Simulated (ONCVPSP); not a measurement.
Cu (Z = 29): ONCV pseudisation with PBE, scalar-relativistic reference atom.

* Element: copper (Cu)
* Generator: ONCVPSP 4.0.1
* Type: optimised norm-conserving Vanderbilt (ONCV)
* Functional: PBE
* Relativity: scalar-relativistic
* Frozen core: [Ne]
* Valence charge: 19
* Reference configuration: 3s2 3p6 3d10 (charge +1)
* Partial waves: 3s: rc 0.92 bohr, ncon 4, nbas 7, qcut 13.8 1/bohr, 2 projectors, debl 2.9 Ha; 3p: rc 0.75 bohr, ncon 3, nbas 6, qcut 11.7 1/bohr, 2 projectors, debl 0.4 Ha; 3d: rc 0.90 bohr, ncon 4, nbas 8, qcut 15.6 1/bohr, 1 projector
* Local potential: polynomial inside 0.60 bohr (lpopt 5, dvloc0 0 Ha)
* Core correction: Teter function, fcfact 3.75, rcfact 1.8

In the s channel the program set the typed energies aside and used -4.532, 0.250 Ha. In the p channel the program set the typed energies aside and used -2.969, 0.250 Ha.

Poles of the logarithmic derivatives, all-electron (AE) and pseudo (PS). s: poles at -1.4 (AE) and -1.4 (PS) Ha. p: poles at 4.9 (AE) and 4.9 (PS) Ha. d: poles at 2.6 (AE) and 2.7 (PS) Ha. Test radii: s 0.93, p 0.76, d 0.91 bohr.

- Cutoffs needed: 104 Ha and 180 Ha (the cutoffs (Ha) at which the residual kinetic energy of the hardest occupied pseudo-wave falls to 1 and 0.1 mHa per electron)
- Ghost test: no bound ghost flagged; GHOST(+) flags only above 600 eV
- Largest excitation error: -7.1 meV (all-electron minus pseudo) for 3s2 3p6 3d8, out of 4 test configurations
- rms error of d²Exc/dni dnj: 2.07 mHa without and 2.94 mHa with the model core
